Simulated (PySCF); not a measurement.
How methods differ on the ionisation energy of Xe³³⁺

Xe³³⁺ [Ar] 3d3 (4F) → Xe³⁴⁺ [Ar] 3d2 (3F), as a difference of total energies. Computed with PySCF 2.14 in an even-tempered Gaussian basis (18 s from 5 bohr⁻², ratio 2.5; 12 p from 6.5 bohr⁻², ratio 2.5; 8 d from 6.5 bohr⁻², ratio 2.5; 4 f from 24 bohr⁻², ratio 2.7; 3 g from 37 bohr⁻², ratio 2.7), with the spin-free X2C one-electron Hamiltonian (Gaussian nucleus). Correlated levels: outer shells: [Ne] frozen; virtual orbitals above 40 to 60 times the deepest correlated orbital energy dropped. The calculations carry no spin-orbit coupling.

| method | ionisation energy (eV) |
| --- | --- |
| UHF | 2110.3 |
| LDA | 2110.2 |
| PBE | 2110.1 |
| r2SCANh | 2111.7 |
| B2PLYP | 2110.6 |
| MP2 (outer shells) | 2110.5 |
| SCS-MP2 (outer shells) | 2110.2 |

**Question.** Estimate what PBE0 gives.

**Answer.** 2110.6 eV, closest to B2PLYP among the rows shown.

**Question.** Estimate what r2SCAN gives.

**Answer.** 2111.6 eV, closest to r2SCANh among the rows shown.

A first-order spin-orbit estimate (lowest level to lowest level, LS coupling) adds -0.341 eV.

Breit and QED terms and the two-electron picture change are absent.

For comparison: 2113 ± 5 eV (theoretical estimate listed by NIST; NIST Atomic Spectra Database, ionization energies).
